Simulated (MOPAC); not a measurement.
MOPAC input (PM7):

```
PM7 1SCF UHF MS=0.5 GEO-OK AUX(PRECISION=9) THREADS=1
H3Pb

Pb    0.01301000 1    0.01244300 1    0.01318100 1
H     1.00984000 1   -1.03472500 1   -1.05222900 1
H    -1.01715700 1    1.05515200 1   -1.02453200 1
H    -1.05947100 1   -1.04079300 1    0.99593700 1
```

Output:

```
 *******************************************************************************
 **                                                                           **
 **                              MOPAC v23.2.5                                **
 **                                                                           **
 *******************************************************************************
 ** MOPAC's Digital Object Identifier: https://doi.org/10.5281/zenodo.6511958 **
 **                                                                           **
 ** Please cite the open-source release paper for use of this MOPAC version:  **
 ** J. E. Moussa and J. J. P. Stewart (2026)                                  **
 ** MOPAC: An open-source semiempirical molecular orbital program             **
 ** J. Open Source Softw., 11(119), 8025, https://doi.org/10.21105/joss.08025 **
 *******************************************************************************

                              PM7 CALCULATION RESULTS

 *******************************************************************************
 *  PM7        - The PM7 Hamiltonian to be used
 *  GEO-OK     - OVERRIDE INTERATOMIC DISTANCE AND OTHER SAFETY CHECKS
 *  UHF        - UNRESTRICTED HARTREE-FOCK CALCULATION
 *  MS=        - IN MECI, MAGNETIC COMPONENT OF SPIN =  0.5
 *  1SCF       - DO 1 SCF AND THEN STOP
 *  AUX        - OUTPUT AUXILIARY INFORMATION
 *******************************************************************************
PM7 1SCF UHF MS=0.5 GEO-OK AUX(PRECISION=9) THREADS=1
 H3Pb

   ATOM   CHEMICAL          X               Y               Z
  NUMBER   SYMBOL      (ANGSTROMS)     (ANGSTROMS)     (ANGSTROMS)

     1      Pb          0.01301000  *   0.01244300  *   0.01318100  *
     2       H          1.00984000  *  -1.03472500  *  -1.05222900  *
     3       H         -1.01715700  *   1.05515200  *  -1.02453200  *
     4       H         -1.05947100  *  -1.04079300  *   0.99593700  *

          CARTESIAN COORDINATES

    NO.       ATOM           X           Y           Z

     1        Pb          0.0130      0.0124      0.0132
     2         H          1.0098     -1.0347     -1.0522
     3         H         -1.0172      1.0552     -1.0245
     4         H         -1.0595     -1.0408      0.9959

 General Reference for PM7:
 "Optimization of Parameters for Semiempirical Methods VI: More Modifications to the
 NDDO Approximations and Re-optimization of Parameters", J. J. P. Stewart, J. Mol. Mod., 1:32, 19 (2013)
 https://link.springer.com/article/10.1007/s00894-012-1667-x

           Empirical Formula: H3 Pb  =     4 atoms

      MOLECULAR POINT GROUP   :   C3v

          UHF CALCULATION, NO. OF ALPHA ELECTRONS =    4
                           NO. OF BETA  ELECTRONS =    3

 -------------------------------------------------------------------------------
 PM7 1SCF UHF MS=0.5 GEO-OK AUX(PRECISION=9) THREADS=1
 H3Pb

     1SCF WAS SPECIFIED, SO BFGS WAS NOT USED
     SCF FIELD WAS ACHIEVED

                              PM7 CALCULATION
                                                       MOPAC v23.2.5 Linux

          FINAL HEAT OF FORMATION =         74.99168 KCAL/MOL =     313.76520 KJ/MOL

          COSMO AREA              =         77.28 SQUARE ANGSTROMS
          COSMO VOLUME            =         61.24 CUBIC ANGSTROMS

          IONIZATION POTENTIAL    =          7.934006 EV
          ALPHA SOMO LUMO (EV)    =         -7.934  2.337
          BETA  SOMO LUMO (EV)    =        -10.817 -1.003
          NO. OF ALPHA ELECTRONS  =          4
          NO. OF BETA  ELECTRONS  =          3
          MOLECULAR WEIGHT        =        210.2237         POINT GROUP:  C3v

          MOLECULAR DIMENSIONS (Angstroms)

            Atom       Atom       Distance
            H     4    H     3     2.91154
            H     2    H     4     2.52147
            H     3   Pb     1     0.63217

          SCF CALCULATIONS        =          1

   ATOM   CHEMICAL          X               Y               Z
  NUMBER   SYMBOL      (ANGSTROMS)     (ANGSTROMS)     (ANGSTROMS)

     1      Pb          0.01301000  *   0.01244300  *   0.01318100  *
     2       H          1.00984000  *  -1.03472500  *  -1.05222900  *
     3       H         -1.01715700  *   1.05515200  *  -1.02453200  *
     4       H         -1.05947100  *  -1.04079300  *   0.99593700  *

                             CARTESIAN COORDINATES

   1   Pb        0.013010000     0.012443000     0.013181000
   2    H        1.009840000    -1.034725000    -1.052229000
   3    H       -1.017157000     1.055152000    -1.024532000
   4    H       -1.059471000    -1.040793000     0.995937000

           Empirical Formula: H3 Pb  =     4 atoms

      MOLECULAR POINT GROUP   :   C3v

          ALPHA EIGENVALUES
 -19.86031 -10.88729 -10.88728  -7.93401   2.33687   2.33687   4.02651

           BETA EIGENVALUES
 -19.24402 -10.81696 -10.81695  -1.00255   2.42477   2.42477   4.10761

              NET ATOMIC CHARGES AND DIPOLE CONTRIBUTIONS

  ATOM NO.   TYPE          CHARGE      No. of ELECS.   s-Pop       p-Pop
    1         Pb          -0.269963        4.2700     1.36266     2.90730
    2          H           0.089988        0.9100     0.91001
    3          H           0.089988        0.9100     0.91001
    4          H           0.089988        0.9100     0.91001
 DIPOLE           X         Y         Z       TOTAL
 POINT-CHG.    -0.478    -0.457    -0.484     0.820
 HYBRID        -0.110    -0.105    -0.111     0.188
 SUM           -0.588    -0.562    -0.595     1.008

          ATOMIC ORBITAL ELECTRON POPULATIONS

     Atom    s        px        py        pz
    1 Pb   1.36266   0.96856   0.97090   0.96784
    2  H   0.91001
    3  H   0.91001
    4  H   0.91001

                    (SZ)    =    0.500000
                    (S**2)  =    0.750116

          ATOMIC ORBITAL SPIN POPULATIONS

    Atom   Total    s     px     py     pz
         Atomic
    1 Pb  0.9574  0.089  0.296  0.270  0.304
    2  H  0.0142  0.014
    3  H  0.0142  0.014
    4  H  0.0142  0.014

 **********************
 *                    *
 * JOB ENDED NORMALLY *
 *                    *
 **********************

 == MOPAC DONE ==
```

The geometry given is a B3LYP-D3(BJ)/def2-TZVP minimum.
